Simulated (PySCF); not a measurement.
From results back to the method.

C2H6Cl2Si2.
Numbering: `[SiH3:1][SiH2:2][CH:3]=[C:4]([Cl:5])[Cl:6]` (hydrogens: H7, H8, H9 on Si1; H10, H11 on Si2; H12 on C3)

The closed-shell ground state was solved 3 times with PySCF (density fitting, gas phase), always in the pcSseg-1 basis (160 functions), with these functionals: B3LYP, HF and PBE. Isolated species at its PBE0-D3(BJ)/def2-SVP geometry (one conformer only).

```csv
row,total energy (Eh),HOMO (eV),LUMO (eV),dipole (D)
P,-1579.1834,-7.36,-1.41,0.91
Q,-1578.3329,-6.45,-2.10,0.78
R,-1575.9449,-10.08,2.31,1.25
```

Task: Which functional belongs to which row?

Result: P = B3LYP, Q = PBE, R = HF. By rising HOMO–LUMO gap: PBE (GGA) 4.35 eV; B3LYP (global hybrid, 20 % exact exchange) 5.95 eV; HF (all exact exchange) 12.39 eV. Total energies of different functionals aren't bounds to one another; each is stationary for its own functional.

The values belong to the conformer `[SiH3:1][SiH2:2][CH:3]=[C:4]([Cl:5])[Cl:6]`: Si1–Si2–C3–C4 -54°.
